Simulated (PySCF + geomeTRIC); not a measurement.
Species: [Ta(OH)2(NH2)3] (charge 0, multiplicity 1).

Problem. Give a relaxed geometry from BP86-D3(BJ)/def2-SVP (PySCF + geomeTRIC).

Solution. One answer among several that fit: the end point of this relaxation, one of several conformers.
Cartesian coordinates (Å) in one orientation:
```xyz
14

Ta    -0.045    -0.427     0.591
O      0.141     0.699    -0.976
H      0.431     1.473    -1.480
O     -0.777    -2.031    -0.217
H     -1.677    -2.144    -0.569
N     -0.063    -1.295     2.423
H     -0.428    -2.244     2.574
H      0.291    -0.932     3.315
N     -1.308     0.975     1.301
H     -1.698     0.973     2.248
H     -1.486     1.870     0.835
N      1.952    -0.226     0.837
H      2.496    -0.663     1.585
H      2.548     0.372     0.256
```
